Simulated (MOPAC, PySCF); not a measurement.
C9H10BNSi, SMILES `c12c(cc(B)nc1cccc2)[SiH3]`, neutral singlet in the gas phase. 

Cartesian coordinates (Å):
```xyz
22

B      3.1081    -2.0972    -0.2330
C      1.8148    -1.2368    -0.1225
C      1.8816     0.1879     0.0514
C      0.7313     0.9664     0.1503
Si     0.8684     2.8426     0.3781
C     -0.5284     0.2834     0.0708
C     -1.7876     0.9437     0.1550
C     -2.9740     0.2284     0.0713
C     -2.9591    -1.1838    -0.1007
C     -1.7547    -1.8603    -0.1868
C     -0.5132    -1.1548    -0.1047
N      0.6320    -1.8787    -0.1969
H      4.1984    -1.5571    -0.1721
H      3.0242    -3.2985    -0.3790
H      2.8783     0.6542     0.1053
H      0.2018     3.2819     1.6540
H      0.2127     3.5738    -0.7624
H      2.3275     3.1949     0.4272
H     -1.8170     2.0369     0.2886
H     -3.9368     0.7574     0.1385
H     -3.9100    -1.7338    -0.1648
H     -1.6985    -2.9504    -0.3198
```
Charge 0, multiplicity 1.

All levels are single points at this geometry (PBE-D3(BJ)/def2-SVP); Pople sets use spherical d functions. Orbital energies aren't observables, and empty levels follow the basis.

PM6 in MOPAC gives gap (eV) = 7.97.

Task: Estimate the gap (eV) from each of these levels: PBE-D3(BJ)/def2-TZVP in PySCF; B3LYP/LANL2DZ in PySCF; BP86/6-31G* in PySCF; SVWN5/6-31G* in PySCF; HF/3-21G in PySCF; HF/6-31G* in PySCF; AM1 in MOPAC; PM3 in MOPAC.

Result: 
| level | gap (eV) |
|---|---|
| PBE-D3(BJ)/def2-TZVP in PySCF | 2.39 |
| B3LYP/LANL2DZ in PySCF | 4.09 |
| BP86/6-31G* in PySCF | 2.43 |
| SVWN5/6-31G* in PySCF | 2.26 |
| HF/3-21G in PySCF | 9.53 |
| HF/6-31G* in PySCF | 9.41 |
| AM1 in MOPAC | 8.26 |
| PM3 in MOPAC | 7.89 |
